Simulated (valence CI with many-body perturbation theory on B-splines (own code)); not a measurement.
**E1 transitions of Cu²³⁺**

Method: configuration interaction combined with many-body perturbation theory (CI+MBPT): four valence electrons over a frozen Dirac-Fock core [He], a basis of 11 s, 11 p, 10 d, 8 f, 5 g, 2 h functions for each j, with the one-electron correlation potential Σ1, the two-electron term Σ2, the three-electron term Σ3, Breit, model QED; selected CI, second order for the rest, scaled by the run's own slope (own B-spline code, finite nucleus).

No measured levels were compared; by estimate levels of excited configurations hold to 0.05 to 0.15 % of their energy, terms of the ground configuration to about 0.5 %. Among the levels kept, up to 1000 cm⁻¹ of a level comes from second order outside the variational space, and about a tenth of that is noise between levels of different J, which matters for small intervals.

Lines 51 to 100 of 542 in falling wavelength, among levels below 1499.2 eV, chosen from the strongest by gf and those to the six lowest levels. Wavelengths and rates use the calculated energies, so an error of 700 cm⁻¹ moves a line at 399.2 Å by 0.28 % and its rate by three times that or more. Electric multipoles are in the length gauge with retardation, E1 and E2 with the static RPA response of the core. Weak lines are less certain than strong ones. Lines between different terms over intervals too small for the method are left out, as are lines whose strength nearly cancels. The highest levels of a list are the least certain.

Names give the largest LS component (configuration and term), which can be under half, so a name can repeat, a term be missing and a line seem to break the LS rules; names also repeat where a configuration has a term twice. Letters in brackets count levels of one name in rising energy.

```tsv
λ vac (Å)	Upper	Lower	A (s⁻¹)	log gf	Branch %
399.2	2p³3p ¹F_3	2p³3s ³D°_2	1.24e+09	-0.68	0.0
397.7	2s2p²3d ⁵P_3	2s2p²3p ³D°_2 [a]	5.91e+08	-1.01	0.0
396.5	2s2p²3d ¹D_2 [b]	2s2p²3p ³P°_1 [d]	1.30e+09	-0.82	0.0
395.5	2s2p²3p ⁵P°_2	2s2p²3s ⁵P_2	1.49e+09	-0.76	0.1
395.4	2s2p²3d ³D_3 [e]	2s2p²3p ³P°_2 [d]	9.98e+08	-0.79	0.0
393.6	2s2p²3d ⁵D_4	2s2p²3p ⁵P°_3	1.37e+09	-0.54	4.3
393.4	2s2p²3d ⁵F_3 [b]	2s2p²3p ⁵P°_2	1.31e+09	-0.67	0.0
392.7	2s2p²3p ³P°_2 [d]	2s2p²3s ³P_2 [b]	8.24e+08	-1.02	0.0
392.2	2s2p²3p ³F°_3	2s2p²3s ³D_2	2.34e+09	-0.42	0.2
390.0	2p³3p ⁵P_3	2p³3s ⁵S°_2 [a]	1.42e+09	-0.64	0.0
385.3	2s²2p3d ³P°_2 [a]	2s²2p3p ³P_1 [a]	1.85e+09	-0.69	0.0
383.7	2s2p²3p ³D°_2 [b]	2s2p²3s ³D_3	1.47e+09	-0.79	0.1
383.3	2s²2p3p ³P_2	2s²2p3s ³P°_2	1.99e+09	-0.66	0.6
382.8	2s²2p3p ³D_3	2s²2p3s ³P°_2	2.46e+09	-0.42	2.9
380.6	2p³3d ³D°_3	2s2p²3d ¹D_2 [c]	1.02e+09	-0.81	0.0
379.8	2p³3d ⁵D°_3	2p³3p ⁵P_2	8.01e+08	-0.92	0.3
379.7	2s2p²3d ³F_2 [c]	2s2p²3p ³D°_1 [c]	1.06e+09	-0.94	0.0
379.5	2s2p²3p ³D°_2 [c]	2s2p²3s ³S_1	1.00e+09	-0.97	0.1
376.5	2s2p²3d ³F_4 [a]	2s2p²3p ³D°_3 [a]	2.20e+09	-0.38	0.0
375.8	2s2p²3p ⁵D°_4	2s2p²3s ⁵P_3	3.05e+09	-0.24	38.2
374.3	2s2p²3p ⁵D°_3	2s2p²3s ⁵P_2	2.87e+09	-0.37	6.0
373.3	2s²2p3p ³S_1	2s²2p3s ³P°_2	1.65e+09	-0.98	0.6
372.4	2s2p²3d ³F_2 [b]	2s2p²3p ³D°_1 [b]	1.59e+09	-0.78	0.0
372.2	2s2p²3d ³D_2 [d]	2s2p²3p ³D°_1 [d]	1.45e+09	-0.82	0.0
371.6	2s2p²3d ⁵F_2	2s2p²3p ⁵D°_1	1.59e+09	-0.78	0.1
371.3	2s²2p3d ¹D°_2	2s²2p3p ³P_1 [b]	1.30e+09	-0.87	0.0
370.8	2s²2p3d ¹F°_3	2s²2p3p ¹D_2	2.14e+09	-0.51	0.0
370.5	2s2p²3d ³F_2 [a]	2s2p²3p ³D°_1 [a]	1.73e+09	-0.75	0.0
370.1	2s²2p3d ³D°_3	2s²2p3p ³D_3	7.16e+08	-0.99	0.0
369.6	2s²2p3d ³D°_3	2s²2p3p ³P_2	1.47e+09	-0.68	0.0
368.2	2s2p²3p ³F°_4	2s2p²3s ³D_3	3.29e+09	-0.22	20.5
367.1	2s2p²3p ³P°_2 [d]	2s2p²3s ³S_1	1.40e+09	-0.85	0.1
364.6	2s2p²3d ¹D_2 [a]	2s2p²3p ¹P°_1 [b]	9.19e+08	-1.04	0.0
364.5	2s2p²3d ³G_3	2s2p²3p ³F°_2	2.24e+09	-0.51	0.4
363.3	2s2p²3d ⁵P_3	2s2p²3p ⁵P°_3	1.19e+09	-0.78	0.0
363.1	2s2p²3d ³F_3 [a]	2s2p²3p ³D°_2 [a]	1.54e+09	-0.67	0.0
361.8	2s2p²3p ⁵D°_2	2s2p²3s ⁵P_1	2.90e+09	-0.55	2.2
354.1	2s²2p3d ³P°_2 [b]	2s²2p3p ³S_1	1.13e+09	-0.97	0.0
353.4	2s²2p3p ³D_2	2s²2p3s ³P°_1	3.14e+09	-0.53	2.9
353.1	2s2p²3d ³D_2 [a]	2s2p²3p ³P°_1 [a]	1.08e+09	-1.00	0.0
352.8	2s2p²3d ³D_1 [a]	2s2p²3p ³P°_1 [a]	1.85e+09	-0.99	0.0
350.4	2s²2p3d ³F°_2	2s²2p3p ³D_1	2.28e+09	-0.68	0.1
350.4	2s2p²3p ³P°_2 [c]	2s2p²3s ³P_1 [b]	2.33e+09	-0.67	0.1
349.8	2s2p²3p ¹D°_2	2s2p²3s ³D_1	1.63e+09	-0.82	0.0
349.3	2s2p²3d ³D_2 [a]	2s2p²3p ³P°_2 [a]	1.40e+09	-0.89	0.0
348.6	2s2p²3p ³D°_3 [b]	2s2p²3s ³D_3	3.18e+09	-0.39	0.4
348.4	2s2p²3d ¹G_4	2s2p²3p ¹F°_3	2.63e+09	-0.37	0.0
348.4	2s²2p3p ³P_1 [a]	2s²2p3s ³P°_0	2.23e+09	-0.92	0.9
341.6	2s2p²3p ³P°_1 [d]	2s2p²3s ³S_1	1.78e+09	-1.03	0.0
341.3	2s2p²3d ³D_3 [a]	2s2p²3p ³P°_2 [a]	2.15e+09	-0.58	0.0
```

(1) How does gf follow from A for the line at 393.6 Å?

## Answers

(1) gf = 1.4992 × (2J+1)_upper × A / σ², with σ = 254082 cm⁻¹ and 2J+1 = 9: gf = 0.287.
